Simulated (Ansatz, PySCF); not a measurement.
Reaction (SMILES): CCS [ethanethiol] + 2 [H][H] (H2) → 2 C (CH4) + S (H2S)
Each molecule is optimised on its own at B3LYP-D3(BJ)/def2-TZVP (Ansatz, a program for electronic structure), one conformer each, not searched for the lowest.

Quantity: energy of full hydrogenation (enthalpy at 298 K, with B3LYP-D3(BJ) rigid-rotor harmonic-oscillator terms from PySCF), in kcal/mol. Valence correlation only, unless marked. No spin-orbit coupling. No relativistic terms. CBS marks a two-point X^-3 extrapolation of the correlation energy; Hartree-Fock from the larger set. The bracket is a focal-point correction in the basis named.

RI-MP2/CBS(aug-cc-pV(T+d)Z,aug-cc-pV(Q+d)Z)+[CCSD(T)-MP2]/aug-cc-pV(T+d)Z (Ansatz) gives -29.6 kcal/mol.

Task: Another calculation gave -30.0 kcal/mol. Which level was it?
A. wB97M-V/def2-TZVPD (Ansatz)
B. BHLYP/def2-TZVPD (Ansatz)
C. HF/def2-TZVPD (PySCF)

Result: A, wB97M-V/def2-TZVPD (Ansatz). The others give -34.7 (BHLYP), -37.5 (HF) kcal/mol.
